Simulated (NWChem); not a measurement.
System: C4H8; SMILES CC1CC1

The following NWChem deck was run.

```
start job
memory heap 200 mb stack 900 mb global 1100 mb
geometry units angstroms
  C      1.554740     0.144528     0.150860
  C      0.211347    -0.172968    -0.455197
  C     -0.895550    -0.691425     0.411269
  C     -0.970053     0.696758    -0.150810
  H      2.169799    -0.752462     0.208314
  H      1.435426     0.544709     1.155058
  H      2.082105     0.881477    -0.453272
  H      0.273234    -0.576225    -1.459335
  H     -1.558771    -1.444116     0.012795
  H     -0.703361    -0.800265     1.468013
  H     -1.684400     0.896657    -0.934989
  H     -0.828188     1.525562     0.526281
end
basis spherical
  * library def2-svp
end
dft
  xc xpbe96 cpbe96
  disp vdw 4
  iterations 150
end
driver
  maxiter 120
end
task dft optimize
task dft freq
```

Parts of the log:

```
             Northwest Computational Chemistry Package (NWChem) 7.3.0
             --------------------------------------------------------

 CS  symmetry detected

                             Geometry "geometry" -> ""
                             -------------------------

 Output coordinates in angstroms (scale by  1.889725989 to convert to a.u.)

  No.       Tag          Charge          X              Y              Z
 ---- ---------------- ---------- -------------- -------------- --------------
    1 C                    6.0000     0.16393537    -1.54062308     0.00000000
    2 C                    6.0000    -0.49855215    -0.18639864     0.00000000
    3 C                    6.0000     0.12557887     0.95075039    -0.74975588
    4 C                    6.0000     0.12557887     0.95075039     0.74975588
    5 H                    1.0000    -0.12723612    -2.10861939    -0.88248838
    6 H                    1.0000     1.24644791    -1.43592881     0.00000000
    7 H                    1.0000    -0.12723612    -2.10861939     0.88248838
    8 H                    1.0000    -1.58137846    -0.23358442     0.00000000
    9 H                    1.0000    -0.51678001     1.64922032    -1.26424833
   10 H                    1.0000     1.06185849     0.77071849    -1.25617596
   11 H                    1.0000    -0.51678001     1.64922032     1.26424833
   12 H                    1.0000     1.06185849     0.77071849     1.25617596

 Effective nuclear repulsion energy (a.u.)     124.7921338493

      Symmetry information
      --------------------

 Group name             Cs
 Group number              2
 Group order               2
 No. of unique centers     8

                                Z-matrix (autoz)
                                --------

 Units are Angstrom for bonds and degrees for angles

[...]

      ----------------------
      Optimization converged
      ----------------------

  Step       Energy      Delta E   Gmax     Grms     Xrms     Xmax
  ---- ---------------- -------- -------- -------- -------- --------
@    6    -156.87951826 -6.9D-07  0.00019  0.00003  0.00069  0.00171
                                     ok       ok       ok       ok

                                Z-matrix (autoz)
                                --------

 Units are Angstrom for bonds and degrees for angles

[...]

 Rotational Constants
 --------------------
 A=   0.515019 cm-1  (  0.740980 K)
 B=   0.209011 cm-1  (  0.300714 K)
 C=   0.183705 cm-1  (  0.264305 K)

 Temperature                      =   298.15K
 frequency scaling parameter      =   1.0000

 Zero-Point correction to Energy  =   66.563 kcal/mol  (  0.106075 au)
 Thermal correction to Energy     =   69.530 kcal/mol  (  0.110803 au)
 Thermal correction to Enthalpy   =   70.122 kcal/mol  (  0.111747 au)

 Total Entropy                    =   67.835 cal/mol-K
   - Translational                =   37.976 cal/mol-K (mol. weight =  56.0626)
   - Rotational                   =   23.905 cal/mol-K (symmetry #  =        1)
   - Vibrational                  =    5.954 cal/mol-K

 Cv (constant volume heat capacity) =   17.106 cal/mol-K
   - Translational                  =    2.979 cal/mol-K
   - Rotational                     =    2.979 cal/mol-K
   - Vibrational                    =   11.147 cal/mol-K

[normal modes left out]

 ----------------------------------------------------------------------------
 Normal Eigenvalue ||           Projected Infra Red Intensities
  Mode   [cm**-1]  || [atomic units] [(debye/angs)**2] [(KM/mol)] [arbitrary]
 ------ ---------- || -------------- ----------------- ---------- -----------
    1       -0.000 ||    0.000006           0.000         0.006       0.012
    2       -0.000 ||    0.000003           0.000         0.003       0.006
    3        0.000 ||    0.000006           0.000         0.006       0.011
    4        0.000 ||    0.000006           0.000         0.006       0.011
    5        0.000 ||    0.000000           0.000         0.000       0.000
    6        0.000 ||    0.000003           0.000         0.003       0.005
    7      223.704 ||    0.000012           0.000         0.012       0.022
    8      332.415 ||    0.000813           0.019         0.793       1.484
    9      359.648 ||    0.000267           0.006         0.260       0.486
   10      748.873 ||    0.000478           0.011         0.466       0.871
   11      783.947 ||    0.004681           0.108         4.564       8.538
   12      784.852 ||    0.007749           0.179         7.554      14.134
   13      866.658 ||    0.006531           0.151         6.367      11.912
   14      906.271 ||    0.003646           0.084         3.554       6.649
   15      975.668 ||    0.013457           0.310        13.119      24.545
   16     1019.447 ||    0.001254           0.029         1.222       2.286
   17     1023.425 ||    0.001903           0.044         1.855       3.471
   18     1060.624 ||    0.005355           0.124         5.221       9.767
   19     1091.056 ||    0.000320           0.007         0.312       0.584
   20     1139.153 ||    0.000514           0.012         0.502       0.938
   21     1168.336 ||    0.000028           0.001         0.027       0.051
   22     1200.910 ||    0.000154           0.004         0.150       0.281
   23     1326.425 ||    0.001950           0.045         1.901       3.557
   24     1368.391 ||    0.001969           0.045         1.919       3.591
   25     1384.947 ||    0.002942           0.068         2.868       5.365
   26     1411.703 ||    0.002334           0.054         2.275       4.256
   27     1419.316 ||    0.008934           0.206         8.709      16.294
   28     1454.154 ||    0.001951           0.045         1.902       3.558
   29     2959.671 ||    0.032890           0.759        32.063      59.988
   30     3043.602 ||    0.021097           0.487        20.567      38.478
   31     3045.454 ||    0.010103           0.233         9.849      18.427
   32     3054.912 ||    0.019202           0.443        18.719      35.022
   33     3059.644 ||    0.010551           0.243        10.286      19.243
   34     3071.603 ||    0.020519           0.473        20.003      37.425
   35     3144.029 ||    0.000230           0.005         0.224       0.419
   36     3154.915 ||    0.015525           0.358        15.134      28.315
 ----------------------------------------------------------------------------
```

Level: PBE-D3(BJ)/def2-SVP.
